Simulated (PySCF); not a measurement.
CH₇FO₂Si₂, SMILES O[Si](O)(F)C[SiH3]. Atoms are numbered in the order given.

```xyz
13

O      1.6181     1.2772     1.0886
Si     0.6483     0.4838    -0.0153
O      1.2591    -1.0480    -0.2027
F      0.7497     1.3239    -1.4235
C     -1.1449     0.3128     0.4432
Si    -1.8920    -1.3972     0.0820
H      1.6195     2.2476     1.0237
H      2.2266    -1.1132    -0.2791
H     -1.2607     0.5199     1.5281
H     -1.7302     1.0824    -0.1025
H     -1.2758    -2.4424     0.9656
H     -3.3740    -1.3599     0.3545
H     -1.6896    -1.7710    -1.3592
```
Charge 0, spin multiplicity 1.

Geometry: PBE-D3(BJ)/def2-SVP. The structure was generated by enumeration, and PubChem lists no compound with its InChIKey, so it may never have been made. The values are those of a single conformer.

Computed with SMD-ωB97X/def2-SVP (PySCF).

Solvation free energies are E(SMD) − E(gas) at the gas-phase geometry, for 1 M in both phases. In vacuum the dipole moment is 1.84 D.

Question: Rank water, 2-propanol, toluene by solvation free energy, most negative first.

Answer: 2-propanol (-9.6 kcal/mol), water (-7.2 kcal/mol), toluene (-4.1 kcal/mol)
